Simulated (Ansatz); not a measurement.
Frontier orbitals of `Cc1cc(O)ccn1`.

Cartesian coordinates in Å:
```
C -2.1876 -0.2365 0.8315
C -0.7497 0.0084 0.4942
C -0.2393 -0.3827 -0.7408
C 1.0952 -0.1434 -1.0269
O 1.6702 -0.4890 -2.1963
C 1.8810 0.4817 -0.0661
C 1.2776 0.8287 1.1253
N -0.0021 0.6072 1.4179
H -2.4249 -1.3030 0.7917
H -2.8493 0.2712 0.1246
H -2.3939 0.1332 1.8343
H -0.8827 -0.8691 -1.4685
H 1.0159 -0.9092 -2.7627
H 2.9270 0.6834 -0.2572
H 1.8625 1.3191 1.8989
```

Total charge 0; spin multiplicity 1. The geometry is a stationary point of PBE0-D4/def2-TZVP. It is one conformer, not always the lowest. Basis def2-TZVPP, Ansatz.

A caution on the coupled-cluster cation, which keeps the state that its UHF reference found: large T1 diagnostic of the cation; spin contamination of the cation.

```json
{"functional": "PBE", "HOMO (eV)": "-5.75", "LUMO (eV)": "-1.35", "gap (eV)": "4.40"}
{"functional": "BLYP", "HOMO (eV)": "-5.64", "LUMO (eV)": "-1.21", "gap (eV)": "4.43"}
{"functional": "PBE0", "HOMO (eV)": "-7.27", "LUMO (eV)": "-0.43", "gap (eV)": "6.84"}
{"functional": "r2SCANh", "HOMO (eV)": "-6.67", "LUMO (eV)": "-0.82", "gap (eV)": "5.85"}
{"functional": "ωB97M-V", "HOMO (eV)": "-9.38", "LUMO (eV)": "1.59", "gap (eV)": "10.97"}
{"functional": "HF", "HOMO (eV)": "-9.32", "LUMO (eV)": "3.21", "gap (eV)": "12.53"}
```

Problem. What is the vertical ionisation energy at frozen-core CCSD(T)/CBS(def2)? (Best estimate.)

Solution. Computed: 9.50 eV (T1 of the cation 0.046).

Against PBE, PBE0 changes HOMO and LUMO by −1.52 and +0.92 eV, ωB97M-V by −3.64 and +2.94 eV. A gap of 4.40 eV thus becomes 10.98 eV for the same molecule, so an orbital gap means little without its functional. A positive LUMO is unbound and depends on the basis. −ε(HOMO) differs from that ionisation energy by −3.75 eV with PBE and −0.11 eV with ωB97M-V.
